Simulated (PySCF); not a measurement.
F6Re, charge +1, multiplicity 1. Atoms are numbered in the order given.

```xyz
7

Re     0.0000     0.0000     0.0000
F      0.0000     1.8051     0.0000
F      0.0000    -1.8051     0.0000
F      0.0000     0.0000    -1.8051
F      1.8051     0.0000     0.0000
F     -1.8051     0.0000     0.0000
F      0.0000     0.0000     1.8051
```
Charge +1, spin multiplicity 1.

Coordinates come from a B3LYP-D3(BJ)/def2-SVP optimisation. The multiplicity is an assumed one; no other spin state was optimised. The isomer is the one that the SMILES or the coordinates give; other isomers of the formula were not compared. The def2 effective core potentials stand for the cores of Re; spin–orbit coupling is left out.

Calculation: PBE/def2-TZVP (PySCF).

Isolated molecule, no solvent.

Estimate the frontier levels, gap, dipole moment and polarisability. (The exact figures need the calculation; the answer reports its results.)


| Quantity | Result |
|---|---|
| highest occupied level | -17.45 eV |
| lowest empty level | -13.33 eV |
| orbital gap | 4.12 eV |
| dipole moment about the centre of nuclear charge | 0.00 D |
| mean static polarisability | 46.1 bohr³ (6.84 Å³) |
| polarisability, principal values | 46.1, 46.1, 46.1 bohr³ |
